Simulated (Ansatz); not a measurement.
Ideal-gas functions of ClF2GeH3Si, SMILES `F[Si](F)(Cl)[GeH3]` at 600 K and 1 bar, from an Ansatz frequency run at PBE0-D4/def2-TZVP.

Molar mass 177.17 g/mol, point group Cs (symmetry number 1), electronic degeneracy 1, moments of inertia 189.942, 449.143, 510.287 u Å². Harmonic wavenumbers (cm⁻¹, unscaled): 76, 102, 138, 219, 228, 283, 415, 470, 477, 601, 786, 874, 875, 892, 953, 2167, 2178, 2180.

Use S(trans) = R[1.5 ln M + 2.5 ln T − 1.1517]; rotational temperatures θ = 24.2544 K / I; S(rot) = R[ln(√π/σ · √(T³/θAθBθC)) + 1.5]; for each mode x = 1.438777 ν̃/T, S = R[x/(eˣ − 1) − ln(1 − e⁻ˣ)] and H = RT x/(eˣ − 1); 1 cm⁻¹ = 0.0119627 kJ/mol; R = 8.31446 J/(mol·K).

**Question.** By hand: the entropy, in J/(mol·K).

**Answer.** Translation 188.0. Rotation: θ = 0.1277, 0.054, 0.0475 K, giving 130.4. Vibration, mode by mode: 22.48, 20.04, 17.55, 13.76, 13.44, 11.70, 8.69, 7.75, 7.64, 5.96, 4.18, 3.53, 3.53, 3.42, 3.04, 0.29, 0.28, 0.28, in all 147.5. Electronic 0.0. Sum 465.9 J/(mol·K).

**Question.** By hand: H − E and G − E in kJ/mol, counted from the electronic energy.

**Answer.** Zero-point energy ½ × 13914 × 0.0119627 = 83.2; thermal vibration 42.4; translation, rotation and pV give 4 RT = 20.0. H − E = 145.6 kJ/mol, and G − E = 145.6 − 600 × 465.9/1000 = -133.9 kJ/mol.

Vibration gives 32 % of the entropy, 60.1 J/(mol·K) of it from the modes under 150 cm⁻¹: soft modes count most, and the harmonic formula is weakest for them.
